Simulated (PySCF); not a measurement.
C2H8GaN (SMILES [CH3][Ga]([CH3])[NH2]), singlet, geometry from GFN2-xTB (such geometries of metal compounds can be far from the true shape); CAMB3LYP/def2-SV(P) run with PySCF.

PySCF was given this input:
```python
from pyscf import gto, scf, dft

mol = gto.M(
    atom='''
Ga   -0.007095    0.004606   -0.007141
C    -1.471996   -1.395434   -0.176654
H    -1.039441   -2.374678   -0.395855
H    -2.178722   -1.145049   -0.970708
H    -2.028962   -1.481525    0.759720
C     0.130331    1.800047   -0.949452
H     0.261257    1.666574   -2.026202
H     0.982086    2.367035   -0.567266
H    -0.775641    2.392824   -0.801612
N     1.352702   -0.413562    1.137001
H     2.151404    0.170154    1.350881
H     1.429026   -1.270876    1.670046
''',
    basis='def2-sv(p)',
    charge=0,
    spin=0,
    verbose=4,
)

mf = dft.RKS(mol)
mf.xc = 'camb3lyp'
mf.diis = False
mf.max_cycle = 100
mf.kernel()
```

What the program printed (banner, timings and long lists left out):

```
PySCF version 2.14.0

[INPUT] verbose = 4
[INPUT] num. atoms = 12
[INPUT] num. electrons = 58
[INPUT] charge = 0
[INPUT] spin (= nelec alpha-beta = 2S) = 0
[INPUT] symmetry False subgroup None
[INPUT] Mole.unit = angstrom
[INPUT] Symbol           X                Y                Z      unit          X                Y                Z       unit  Magmom
[...]
nuclear repulsion = 272.236815948281
number of shells = 46
number of NR pGTOs = 178
number of NR cGTOs = 90
basis = def2-sv(p)
ecp = {}

******** <class 'pyscf.dft.rks.RKS'> ********
method = RKS
initial guess = minao
damping factor = 0
level_shift factor = 0
DIIS disabled
SCF conv_tol = 1e-09
SCF conv_tol_grad = None
SCF max_cycles = 100
direct_scf = True
direct_scf_tol = 1e-13
XC library pyscf.dft.libxc version 7.1.2
    S. Lehtola, C. Steigemann, M. J. T. Oliveira, and M. A. L. Marques,  SoftwareX 7, 1–5 (2018)
XC functionals = camb3lyp
    T. Yanai, D. P. Tew, and N. C. Handy,  Chem. Phys. Lett. 393, 51 (2004)
radial grids:
    Treutler-Ahlrichs [JCP 102, 346 (1995); DOI:10.1063/1.469408] (M4) radial grids

becke partition: Becke, JCP 88, 2547 (1988); DOI:10.1063/1.454033
pruning grids: <function nwchem_prune>
grids dens level: 3
symmetrized grids: False
atomic radii adjust function: <function treutler_atomic_radii_adjust>
small_rho_cutoff = 0
Set gradient conv threshold to 3.16228e-05
Initial guess from minao.
tot grids = 141512
init E= -2059.74979798664
[...]
cycle= 1 E= -2060.2398092283  delta_E= -0.49  |g|= 0.662  |ddm|=  3.2
[...]
cycle= 2 E= -2060.21491365393  delta_E= 0.0249  |g|= 0.783  |ddm|= 0.966
[...]
cycle= 3 E= -2060.15943712328  delta_E= 0.0555  |g|= 1.02  |ddm|= 1.11
[...]
cycle= 4 E= -2060.01721844846  delta_E= 0.142  |g|= 1.28  |ddm|= 1.44
[...]
cycle= 5 E= -2059.83655861609  delta_E= 0.181  |g|= 1.75  |ddm|= 1.83
[...]
cycle= 6 E= -2059.11387331848  delta_E= 0.723  |g|= 2.29  |ddm|= 2.64
[...]
cycle= 7 E= -2058.45730675628  delta_E= 0.657  |g|= 3.32  |ddm|= 3.45
[...]
cycle= 8 E= -2056.02384453102  delta_E= 2.43  |g|= 3.66  |ddm|= 5.54
[...]
cycle= 9 E= -2022.45184384641  delta_E= 33.6  |g|= 15.3  |ddm|= 9.89
[...]
cycle= 10 E= -2023.76872190736  delta_E= -1.32  |g|= 8.44  |ddm|= 17.3
[...]
cycle= 11 E= -1782.42929947462  delta_E=  241  |g|= 21.1  |ddm|=   56
[...]
cycle= 12 E= -1944.6933099958  delta_E= -162  |g|= 7.25  |ddm|= 57.5
[...]
cycle= 13 E= -1733.583563972  delta_E=  211  |g|= 12.6  |ddm|= 60.5
[...]
[...]
[...]
cycle= 69 E= -1775.70642954198  delta_E=  204  |g|=   11  |ddm|= 96.4
[...]
cycle= 70 E= -1979.68849454206  delta_E= -204  |g|= 6.81  |ddm|= 96.4
[...]
cycle= 71 E= -1775.70642954198  delta_E=  204  |g|=   11  |ddm|= 96.4
[...]
cycle= 72 E= -1979.68849454206  delta_E= -204  |g|= 6.81  |ddm|= 96.4
[...]
cycle= 73 E= -1775.70642954198  delta_E=  204  |g|=   11  |ddm|= 96.4
[...]
cycle= 74 E= -1979.68849454206  delta_E= -204  |g|= 6.81  |ddm|= 96.4
[...]
cycle= 75 E= -1775.70642954198  delta_E=  204  |g|=   11  |ddm|= 96.4
[...]
cycle= 76 E= -1979.68849454206  delta_E= -204  |g|= 6.81  |ddm|= 96.4
[...]
cycle= 77 E= -1775.70642954198  delta_E=  204  |g|=   11  |ddm|= 96.4
[...]
cycle= 78 E= -1979.68849454206  delta_E= -204  |g|= 6.81  |ddm|= 96.4
[...]
cycle= 79 E= -1775.70642954198  delta_E=  204  |g|=   11  |ddm|= 96.4
[...]
cycle= 80 E= -1979.68849454206  delta_E= -204  |g|= 6.81  |ddm|= 96.4
[...]
cycle= 81 E= -1775.70642954198  delta_E=  204  |g|=   11  |ddm|= 96.4
[...]
cycle= 82 E= -1979.68849454205  delta_E= -204  |g|= 6.81  |ddm|= 96.4
[...]
cycle= 83 E= -1775.70642954197  delta_E=  204  |g|=   11  |ddm|= 96.4
[...]
cycle= 84 E= -1979.68849454206  delta_E= -204  |g|= 6.81  |ddm|= 96.4
[...]
cycle= 85 E= -1775.70642954197  delta_E=  204  |g|=   11  |ddm|= 96.4
[...]
cycle= 86 E= -1979.68849454205  delta_E= -204  |g|= 6.81  |ddm|= 96.4
[...]
cycle= 87 E= -1775.70642954197  delta_E=  204  |g|=   11  |ddm|= 96.4
[...]
cycle= 88 E= -1979.68849454206  delta_E= -204  |g|= 6.81  |ddm|= 96.4
[...]
cycle= 89 E= -1775.70642954198  delta_E=  204  |g|=   11  |ddm|= 96.4
[...]
cycle= 90 E= -1979.68849454206  delta_E= -204  |g|= 6.81  |ddm|= 96.4
[...]
cycle= 91 E= -1775.70642954198  delta_E=  204  |g|=   11  |ddm|= 96.4
[...]
cycle= 92 E= -1979.68849454206  delta_E= -204  |g|= 6.81  |ddm|= 96.4
[...]
cycle= 93 E= -1775.70642954198  delta_E=  204  |g|=   11  |ddm|= 96.4
[...]
cycle= 94 E= -1979.68849454206  delta_E= -204  |g|= 6.81  |ddm|= 96.4
[...]
cycle= 95 E= -1775.70642954198  delta_E=  204  |g|=   11  |ddm|= 96.4
[...]
cycle= 96 E= -1979.68849454206  delta_E= -204  |g|= 6.81  |ddm|= 96.4
[...]
cycle= 97 E= -1775.70642954198  delta_E=  204  |g|=   11  |ddm|= 96.4
[...]
cycle= 98 E= -1979.68849454206  delta_E= -204  |g|= 6.81  |ddm|= 96.4
[...]
cycle= 99 E= -1775.70642954197  delta_E=  204  |g|=   11  |ddm|= 96.4
[...]
cycle= 100 E= -1979.68849454205  delta_E= -204  |g|= 6.81  |ddm|= 96.4
SCF not converged.
SCF energy = -1979.68849454205
```

The run did not converge; its last values are not results.
